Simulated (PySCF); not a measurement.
Ge(GeH3)(Me)3, C3H12Ge2, SMILES [CH3][Ge]([GeH3])([CH3])[CH3], singlet, GFN2-xTB optimised geometry.

```
17

C      1.67    -0.70     0.00
Ge    -0.32    -0.70     0.00
C     -0.97    -1.61     1.64
C     -0.97     1.18     0.00
Ge    -1.14    -1.85    -1.96
H      2.05    -0.18     0.88
H      2.05    -0.19    -0.88
H      2.05    -1.71     0.01
H     -2.05    -1.62     1.67
H     -0.61    -1.10     2.53
H     -0.62    -2.64     1.67
H     -0.61     1.71     0.88
H     -0.62     1.71    -0.88
H     -2.05     1.21     0.00
H     -0.08    -2.25    -2.95
H     -1.87    -3.13    -1.68
H     -2.12    -1.07    -2.79
```

Density from B3LYP/def2-SVP (PySCF 2.14.0) at that geometry.

Minimum of the electron density along straight lines between bonded atoms, close to the bond critical point (lines longer than 1.1 times the sum of covalent radii, or with two minima, are not listed):

| bond | length / Å | ρ at the minimum / e bohr⁻³ | ∇²ρ there / e bohr⁻⁵ | position (fraction from the first atom) |
|---|---|---|---|---|
| C1–Ge2 | 1.987 | 0.122 | 0.04 | 0.53 |
| Ge2–C3 | 1.987 | 0.122 | 0.04 | 0.47 |
| Ge2–C4 | 1.987 | 0.122 | 0.04 | 0.47 |
| Ge2–Ge5 | 2.420 | 0.086 | -0.07 | 0.49 |
| C1–H6 | 1.086 | 0.273 | -0.98 | 0.62 |
| C1–H7 | 1.087 | 0.274 | -0.99 | 0.63 |
| C1–H8 | 1.087 | 0.273 | -0.99 | 0.63 |
| C3–H9 | 1.087 | 0.273 | -0.99 | 0.63 |
| C3–H10 | 1.086 | 0.273 | -0.98 | 0.62 |
| C3–H11 | 1.087 | 0.274 | -0.99 | 0.63 |
| C4–H12 | 1.086 | 0.273 | -0.98 | 0.62 |
| C4–H13 | 1.087 | 0.273 | -0.99 | 0.63 |
| C4–H14 | 1.087 | 0.274 | -0.99 | 0.63 |
| Ge5–H15 | 1.503 | 0.138 | 0.09 | 0.59 |
| Ge5–H16 | 1.503 | 0.138 | 0.09 | 0.59 |
| Ge5–H17 | 1.503 | 0.138 | 0.09 | 0.59 |
